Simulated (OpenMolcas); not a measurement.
Pb2+: effect of the active space

```yaml
Program: OpenMolcas 26.06
Method: MS-CASPT2, IPEA 0.25 Eh, imaginary shift 0.1 Eh
Basis: ANO-RCC-VQZP
Scalar_Hamiltonian: DKH2, point nucleus
Spin-orbit_coupling: RASSI with atomic mean-field integrals over the reference wave functions, term energies averaged over their components
```

A. 2 electrons in 4 orbitals (6s 6p); 2S+1 = 3 even, 3 roots; 2S+1 = 1 even, 7 roots; 2S+1 = 3 odd, 3 roots; 2S+1 = 1 odd, 3 roots; closed shells correlated: 5d; CASPT2 step of the order of 6 core-seconds
B. 2 electrons in 8 orbitals (6s 6p 7s 7p); 2S+1 = 3 even, 3 roots; 2S+1 = 1 even, 7 roots; 2S+1 = 3 odd, 3 roots; 2S+1 = 1 odd, 3 roots; closed shells correlated: 5d; CASPT2 step roughly 9 core-seconds

Energies in cm⁻¹ above 6s² ¹S₀, the measured ground level; measured values from Moore, Atomic Energy Levels, vol. III, NSRDS-NBS 35 (1971 reprint of NBS Circular 467, 1958).

```tsv
Level	A	B	Measured
6s² ¹S₀	0.0	0.0	0.0
6s 6p ³P°₀	62890	62270	60397
6s 6p ³P°₁	66390	65730	64391
6s 6p ³P°₂	77620	77000	
6s 6p ¹P°₁	93320	92430	95340
6p² ³P₀	147400	151960	142551
```

Deviations, from unrounded energies. A percentage is the sum of absolute deviations over the sum of measured energies, with the sign that they share, or ± where signs differ.

| Against measurement | Levels | A | B |
| --- | --- | --- | --- |
| mean absolute deviation (cm-1) | 4 | 2800 | 3900 |
| other configurations (%) | 4 | ±3.1 | ±4.3 |

A lies closest to measurement on these levels. The largest miss of A in the table is 6p² ³P₀, by +4900 cm-1. The ranking rests on the paired levels alone, and a cruder setting can come out closer through cancelling errors.

Between A and B the level of the table that moves most is 6p² ³P₀, by 4600 cm-1 (lowest in A, highest in B). Moves below CASPT2's spread within the term are not significant.

Over all roots computed the reference weight is 0.86 to 0.93 in A, 0.85 to 0.94 in B; the roots of lowest weight are the least certain, and an intruder state may touch them. The ¹D term of p² mixes with s d, which this space lacks. Spin-orbit splittings of 6p shells tend to come out small when the coupling is added on scalar orbitals. The run also gave levels led by 6s 7s, which use shells meant for correlation; these and all levels above them are left out (holds for B). Measured partners are found by configuration, term and J. A level has none where our copy of the source lacks it or the pairing is in doubt (some pairs that miss far off the trend of their configuration count as doubtful), and it then counts in no deviation. Only configurations of the active space appear. The table leaves out levels that lie high or whose names do not pair safely across all columns.

° marks odd parity.
